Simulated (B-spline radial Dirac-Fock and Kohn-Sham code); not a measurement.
## Pd⁴⁺ 4s: cross section and angular parameters

System: palladium as Pd⁴⁺, configuration [Kr] 4d6; threshold 152.4 eV (orbital energy of the model). Model: Dirac-Hartree-Slater photoionisation with a Latter tail; cross sections with all multipoles, angular parameters from the dipole term and its interference with E2. Program: a radial atomic solver.

The run's input, task.json:

```json
{"items": [{
  "Z": 46,
  "q": 4,
  "cfg": [[1, 0, 2], [2, 0, 2], [2, 1, 6], [3, 0, 2], [3, 1, 6], [3, 2, 10], [4, 0, 2], [4, 1, 6], [4, 2, 6]],
  "A": 106,
  "rrms": 4.5318,
  "do": "xps",
  "hv": [58.2, 117.0, 119.0, 182.0, 200, 204.0, 274.0, 300, 316.0, 325.0, 375.0, 378.0, 524.0, 645.0, 1000, 1230.0, 1253.6, 1890.0, 2984.4, 3960.0, 4000, 4470.0, 5320.0, 5520.0, 8047.8, 10100.0, 10700.0, 11700.0, 12000, 13000.0]
}]}
```

Command: `python xray2_run.py task.json out`

```tsv
hν (eV)	σ (kb)	β	γ
182	174	1.975	0.250
200	158	1.978	0.274
204	156	1.978	0.279
274	114	1.984	0.323
300	102	1.985	0.327
316	96.0	1.986	0.329
325	92.6	1.986	0.328
375	76.7	1.987	0.323
378	75.8	1.987	0.322
524	47.5	1.990	0.281
645	34.6	1.991	0.240
1000	?	?	?
1230	11.8	1.993	0.059
1253.6	11.4	1.993	0.053
1890	5.53	1.994	-0.053
2984.4	2.37	1.994	-0.092
3960	1.37	1.995	-0.042
4000	1.35	1.995	-0.039
4470	1.08	1.995	0.001
5320	0.762	1.995	0.087
5520	0.707	1.995	0.109
8047.8	0.321	1.995	0.419
10100	0.196	1.994	0.678
10700	0.173	1.994	0.752
11700	0.142	1.994	0.873
12000	0.134	1.994	0.909
13000	0.112	1.994	1.027
```

Question: Give the values at 1000 eV.

Answer: σ = 16.8 kb, β = 1.992, γ = 0.120. For an s subshell δ is negligible.

Values without a named source are computed, but for edge energies of neutral atoms, which are taken from tables.
